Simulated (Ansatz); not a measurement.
`FC(F)(F)C1=CC(C(F)(F)F)=[O+][Al-]([F])([Cl])[O]1`, relaxed with RKS PBE0-D4/def2-TZVP in Ansatz from a PBE-D4/def2-SVP geometry. The force threshold is 0.005 eV/Å; the program also tests the step.

The species carries charge 0 and has multiplicity 1.

Start:

```xyz
17

F    -0.058   -3.453    1.035
C     0.005   -2.682   -0.051
F     1.137   -2.966   -0.729
F    -1.044   -2.962   -0.854
C    -0.013   -1.182    0.318
C     0.048   -0.245   -0.726
C     0.068    1.134   -0.456
C     0.165    2.107   -1.651
F     0.181    3.377   -1.247
F    -0.889    1.917   -2.473
F     1.291    1.852   -2.351
O     0.014    1.675    0.701
Al   -0.141    0.780    2.319
F     1.254    1.024    3.206
Cl   -2.033    1.134    3.157
O    -0.082   -0.916    1.566
H     0.100   -0.594   -1.765
```

```csv
step,energy (eV),largest force (eV/Å),largest move (Å)
1,-47417.3721,0.845,0.000
2,-47417.4767,0.386,0.030
3,-47417.4959,0.080,0.027
4,-47417.4963,0.035,0.007
5,-47417.4963,0.066,0.006
6,-47417.4965,0.003,0.003
```

End:

```xyz
17

F    -0.068   -3.418    1.025
C     0.002   -2.656   -0.048
F     1.121   -2.947   -0.712
F    -1.033   -2.931   -0.842
C    -0.010   -1.162    0.317
C     0.055   -0.242   -0.719
C     0.068    1.117   -0.445
C     0.162    2.088   -1.634
F     0.174    3.344   -1.235
F    -0.879    1.902   -2.447
F     1.276    1.844   -2.326
O     0.011    1.649    0.696
Al   -0.135    0.768    2.283
F     1.233    1.013    3.154
Cl   -2.008    1.114    3.126
O    -0.076   -0.897    1.548
H     0.108   -0.586   -1.742
```

Run time 22 s (11 threads of an AMD EPYC 7R13 on a shared host and a whole NVIDIA H100 80 GB); peak host memory 1.4 GiB.
